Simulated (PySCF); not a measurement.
Species: C2H7BFN.
SMILES: `CN(C)BF`

Torsions of this conformer, `[CH3:1][N:2]([CH3:3])[BH:4][F:5]`: C1–N2–B4–F5 0°.

The closed-shell ground state was solved at several levels (PySCF, density fitting, gas phase, non-relativistic). Isolated species at its PBE0-D3(BJ)/def2-SVP geometry, gas phase.

```json
{"level": "wB97X-D/pcSseg-2", "basis functions": "278", "HOMO (eV)": "-9.18", "LUMO (eV)": "2.24", "gap (eV)": "11.42", "dipole (D)": "2.32"}
{"level": "PBE0/pcSseg-1", "basis functions": "120", "HOMO (eV)": "-7.30", "LUMO (eV)": "0.95", "gap (eV)": "8.25", "dipole (D)": "2.45"}
{"level": "PBE0/def2-SVPD", "basis functions": "159", "HOMO (eV)": "-7.36", "LUMO (eV)": "0.60", "gap (eV)": "7.96", "dipole (D)": "2.38"}
```

(1) Estimate the row for B3LYP/pcJ-1, a basis of 205 functions; the other rows only guide the guess.

(2) Over all these levels, which gives the widest orbital gap and which the narrowest?

(3) How far do the dipole and the HOMO energy spread over the levels?

## Answers

(1) HOMO -7.08 eV, LUMO 0.68 eV, gap 7.76 eV, dipole 2.42 D.

(2) wB97X-D/pcSseg-2 (range-separated hybrid) has the widest, 11.42 eV, and B3LYP/pcJ-1 (global hybrid, 20 % exact exchange) the narrowest, 7.76 eV. Functional and basis both differ between the two, so the spread mixes both effects.

(3) The dipole runs from 2.32 to 2.45 D (mean 2.39 D) and the HOMO from -9.18 to -7.08 eV.
